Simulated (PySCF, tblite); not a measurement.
Isomers of C7H13P. Calculated harmonic vibrations of the isolated species, GFN2-xTB (tblite), most abundant isotopes, no scaling. The method is semi-empirical: single wavenumbers can be off by several per cent or more. One conformer each.

Electronic energies: PBE0/pcSseg-1 single points on the GFN2-xTB geometries (PySCF, gas phase).

```
         SMILES  electronic energy, lowest = 0 (kcal/mol)
   CC=C=PCC(C)C                                      36.9
  CC(C)P1CC=CC1                                       8.5
CC1=C(C)CP(C)C1                                       0.0
```

Problem. How do GFN2-xTB zero-point energies change the relative energies?

Solution. 
```tsv
SMILES	ZPE (kcal/mol)	of it from modes above 1550 cm⁻¹	electronic (kcal/mol)	with ZPE, lowest = 0 (kcal/mol)	lowest mode (cm⁻¹)	rings
CC1=C(C)CP(C)C1	112.1	58.0	0.0	0.0	61	1
CC(C)P1CC=CC1	112.7	58.1	8.5	9.1	44	1
CC=C=PCC(C)C	112.2	58.4	36.9	37.0	10i	0
```

The zero-point energies span 0.6 kcal/mol, from `CC1=C(C)CP(C)C1` to `CC(C)P1CC=CC1`. Slightly imaginary modes are left out of the zero-point energy: `CC=C=PCC(C)C` 10.2i cm⁻¹. The order is unchanged.

Problem. And how do the electronic energies of GFN2-xTB itself compare?

Solution. `CC1=C(C)CP(C)C1` 0.0; `CC(C)P1CC=CC1` 10.0; `CC=C=PCC(C)C` 40.1 kcal/mol, lowest = 0. Against the energies above, taken from the same isomer `CC1=C(C)CP(C)C1`, the largest difference is 3.2 kcal/mol.
